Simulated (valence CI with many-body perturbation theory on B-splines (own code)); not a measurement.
**Zr³⁴⁺: electric-dipole lines**

Calculated by configuration interaction combined with many-body perturbation theory (CI+MBPT): four valence electrons over a frozen Dirac-Fock core [He], a basis of 11 s, 11 p, 10 d, 8 f, 5 g, 2 h functions for each j, with the one-electron correlation potential Σ1, the two-electron term Σ2, the three-electron term Σ3, Breit, model QED; selected CI, second order for the rest, scaled by the run's own slope (own B-spline code, finite nucleus).

No measured spectrum was set against this ion. As an estimate, large intervals hold to a few tenths of a per cent, small ones and those within an open d or f shell to about a per cent. Among the levels kept, up to 970 cm⁻¹ of a level comes from second order outside the variational space, and about a tenth of that is noise between levels of different J, which matters for small intervals.

Lines 201 to 250 of 534 in falling wavelength, among levels below 3099.2 eV, chosen from the strongest by gf and those to the six lowest levels. Wavelengths and rates use the calculated energies. Electric multipoles are in the length gauge, E1 and E2 with the static RPA response of the core. Weak lines are less certain than strong ones. Lines between different terms over intervals too small for the method are left out, as are lines whose strength nearly cancels. The highest levels of a list are the least certain.

Levels are named by their leading jj configuration (3d3/2^4 stands for four electrons in 3d with j = 3/2), which in mixed levels can hold well under half, so a name can repeat and another be missing. Letters in brackets count levels of one name in rising energy.

```csv
λ vac (nm),Upper,Lower,A (s⁻¹),log gf,Branch %
5.041,(2s 2p3/2^2 3d5/2) J=4 [b],(2s^2 2p3/2 3d5/2) J=4,1.33e+11,-0.34,3.2
5.041,(2s 2p3/2^2 3p3/2) J=3 [b],(2s^2 2p3/2 3p3/2) J=3,1.53e+11,-0.39,0.8
5.033,(2s 2p1/2 2p3/2^2) J=0,(2s^2 2p1/2 2p3/2) J=1,1.08e+11,-1.39,100.0
5.026,(2s 2p3/2^2 3p1/2) J=1 [b],(2s^2 2p3/2 3p1/2) J=2,1.46e+11,-0.78,0.5
5.016,(2s 2p3/2^2 3d3/2) J=2 [c],(2s^2 2p3/2 3d3/2) J=3,1.41e+11,-0.58,0.1
5.010,(2p1/2^2 2p3/2 3d3/2) J=3,(2s 2p1/2^2 3d3/2) J=2,4.35e+10,-0.94,3.1
5.009,(2p1/2 2p3/2^2 3s) J=2 [b],(2s 2p1/2 2p3/2 3s) J=2 [b],5.46e+10,-0.99,0.3
5.009,(2s 2p3/2^2 3p1/2) J=2 [b],(2s^2 2p3/2 3p1/2) J=2,1.71e+11,-0.49,1.3
4.998,(2s 2p3/2^2 3s) J=2 [b],(2s^2 2p3/2 3s) J=2,1.05e+11,-0.71,0.2
4.996,(2s 2p3/2^2 3p1/2) J=1 [a],(2s^2 2p3/2 3p1/2) J=1,1.77e+11,-0.70,0.9
4.992,(2s 2p3/2^2 3d5/2) J=3 [b],(2s^2 2p3/2 3d3/2) J=3,3.48e+10,-1.04,0.2
4.975,(2s 2p3/2^2 3d3/2) J=2 [b],(2s^2 2p3/2 3d3/2) J=2,6.68e+10,-0.91,0.1
4.972,(2s 2p3/2^2 3d5/2) J=3 [b],(2s^2 2p3/2 3d5/2) J=4,1.38e+11,-0.45,0.9
4.969,(2s 2p3/2^2 3p3/2) J=2 [b],(2s^2 2p3/2 3p3/2) J=3,1.56e+11,-0.54,2.8
4.964,(2p1/2^2 2p3/2 3p1/2) J=2,(2s 2p1/2^2 3p1/2) J=1,6.02e+10,-0.95,0.3
4.958,(2s 2p1/2 2p3/2 3d3/2) J=2 [c],(2s^2 2p3/2 3s) J=2,6.10e+10,-0.95,0.1
4.946,(2s 2p3/2^2 3d5/2) J=1 [b],(2s^2 2p3/2 3d5/2) J=2,1.13e+11,-0.90,0.1
4.930,(2s 2p3/2^2 3d5/2) J=2 [c],(2s^2 2p3/2 3d5/2) J=3,1.34e+11,-0.61,0.1
4.929,(2p1/2^2 2p3/2 3s) J=2,(2s 2p1/2^2 3s) J=1,6.40e+10,-0.93,1.0
4.926,(2s 2p3/2^2 3p3/2) J=1 [c],(2s^2 2p3/2 3p3/2) J=2,7.88e+10,-1.07,0.6
4.924,(2s 2p1/2 2p3/2^2) J=2 [b],(2s^2 2p1/2 2p3/2) J=2,1.74e+11,-0.50,95.2
4.903,(2p1/2 2p3/2^2 3p1/2) J=3,(2s 2p1/2 2p3/2 3p1/2) J=3,5.11e+10,-0.89,0.3
4.896,(2p1/2 2p3/2^2 3p3/2) J=4,(2s 2p1/2 2p3/2 3p3/2) J=4,5.01e+10,-0.79,0.2
4.876,(2s 2p1/2 2p3/2^2) J=1 [a],(2s^2 2p1/2 2p3/2) J=1,1.59e+11,-0.77,93.9
4.858,(2p1/2 2p3/2^2 3p1/2) J=2 [b],(2s 2p1/2 2p3/2 3p1/2) J=2 [b],5.21e+10,-1.04,0.1
4.818,(2p1/2 2p3/2^2 3s) J=3,(2s 2p1/2 2p3/2 3s) J=3,5.22e+10,-0.90,0.3
4.803,(2p1/2 2p3/2^2 3p3/2) J=3 [a],(2s 2p1/2 2p3/2 3p3/2) J=3 [a],5.54e+10,-0.87,0.2
4.776,(2s 2p1/2 2p3/2^2) J=1 [b],(2s^2 2p1/2 2p3/2) J=2,2.04e+11,-0.68,80.3
4.706,(2s 2p1/2 2p3/2^2) J=2 [b],(2s^2 2p1/2 2p3/2) J=1,4.99e+09,-2.08,2.7
4.571,(2s 2p1/2 2p3/2^2) J=1 [b],(2s^2 2p1/2 2p3/2) J=1,3.12e+10,-1.53,12.3
4.563,(2s 2p3/2^3) J=1,(2s^2 2p3/2^2) J=2,2.49e+11,-0.63,74.7
4.371,(2p1/2^2 2p3/2^2) J=2,(2s 2p1/2^2 2p3/2) J=2,6.26e+10,-1.05,29.4
3.830,(2s 2p3/2^3) J=2,(2s^2 2p1/2 2p3/2) J=2,1.04e+10,-1.94,7.8
3.510,(2s 2p1/2 2p3/2^2) J=1 [b],(2s^2 2p1/2^2) J=0,1.07e+10,-2.23,4.2
3.319,(2s 2p3/2^3) J=1,(2s^2 2p1/2 2p3/2) J=1,1.75e+10,-2.06,5.3
0.5102,(2s^2 2p1/2 3p3/2) J=1,(2s 2p1/2^2 2p3/2) J=2,8.07e+11,-2.02,63.4
0.5101,(2p1/2 2p3/2^2 3s) J=2 [b],(2p1/2 2p3/2^3) J=2,1.27e+13,-0.61,69.8
0.5095,(2p1/2 2p3/2^2 3s) J=1 [a],(2p1/2 2p3/2^3) J=1,9.98e+12,-0.93,52.0
0.5092,(2p1/2^2 2p3/2 3s) J=2,(2p1/2^2 2p3/2^2) J=2,5.31e+12,-0.99,85.2
0.5078,(2s 2p3/2^2 3s) J=2 [a],(2s 2p3/2^3) J=2,1.13e+13,-0.66,52.9
0.5073,(2p1/2^2 2p3/2 3s) J=1,(2p1/2^2 2p3/2^2) J=2,8.87e+12,-0.99,35.6
0.5066,(2s^2 2p3/2 3s) J=1,(2s^2 2p3/2^2) J=0,5.19e+12,-1.22,24.1
0.5064,(2s 2p1/2 2p3/2 3s) J=3,(2s 2p1/2 2p3/2^2) J=3,3.88e+12,-0.98,22.3
0.5064,(2s 2p3/2^2 3s) J=1 [b],(2s 2p3/2^3) J=1,1.14e+13,-0.88,38.8
0.5055,(2s 2p1/2 2p3/2 3s) J=2 [c],(2s 2p1/2 2p3/2^2) J=2 [b],4.37e+12,-1.08,15.7
0.5048,(2s 2p1/2 2p3/2 3s) J=1 [b],(2s 2p1/2 2p3/2^2) J=1 [a],8.59e+12,-1.01,45.1
0.5034,(2s 2p1/2 2p3/2 3s) J=2 [b],(2s 2p1/2 2p3/2^2) J=3,9.51e+12,-0.74,53.2
0.5032,(2s 2p1/2 2p3/2 3s) J=1 [a],(2s 2p1/2 2p3/2^2) J=2 [a],1.24e+13,-0.85,66.9
0.5028,(2s^2 2p1/2 3s) J=1,(2s^2 2p1/2 2p3/2) J=2,1.02e+13,-0.93,59.4
0.5026,(2s 2p1/2^2 3s) J=1,(2s 2p1/2^2 2p3/2) J=2,1.04e+13,-0.93,91.2
```
